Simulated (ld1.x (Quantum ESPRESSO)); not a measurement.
# Configuration tests for tantalum (ultrasoft)

Ta, ultrasoft, made with ld1.x (Quantum ESPRESSO) 7.5 (PBE, scalar-relativistic). Core [Xe] 4f14, reference 5d3 6s2 6p0. Waves: 6s (bound): rcut 2.20, rcutus 2.90 bohr; 6s channel at 0.45 Ry: rcut 2.20, rcutus 2.90 bohr; 6p (bound, empty): rcut 4.25, rcutus 4.65 bohr; 6p channel at 0.5 Ry: rcut 4.25, rcutus 4.65 bohr; 5d (bound): rcut 2.75, rcutus 3.15 bohr; 5d channel at 1.7 Ry: rcut 2.75, rcutus 3.15 bohr. Local part: all-electron potential smoothed inside 2.65 bohr (lloc = -2). Core correction: a·sin(br)/r model core, default radius (core density twice the valence density). Augmentation charge: PSQ, inside the norm-conserving radii.

Energies are relative to the spin-unpolarised reference configuration 5d3 6s2 6p0; without spin polarisation the order of configurations can differ from experiment.

| valence configuration | charge | ΔE all-electron (eV) | error AE − PS (meV) |
| --- | --- | --- | --- |
| 5d3 6s1 6p0 | +1 | 8.467 | -9.1 |
| 5d3 6s0 6p0 | +2 | 23.439 | -39 |
| 5d2 6s0 6p0 | +3 | 47.043 | -208 |
| 5d3 6s1 6p1 | 0 | 4.178 | +0.1 |
| 5d3.5 6s1.5 6p0 | 0 | 0.989 | -7.8 |
| 5d3 6s0 6p1 | +1 | 13.546 | -0.5 |

(1) What are ΔE and the potential's error for 5d4 6s0 6p0?

Levels in the configuration 5d3 6s0 6p1:

```
level  all-electron (eV)  pseudo (eV)
   5d            -11.686      -11.728
   6p             -7.330       -7.335
```

Results:

(1) ΔE = 9.901 eV all-electron; the error (AE − PS) is -56 meV.
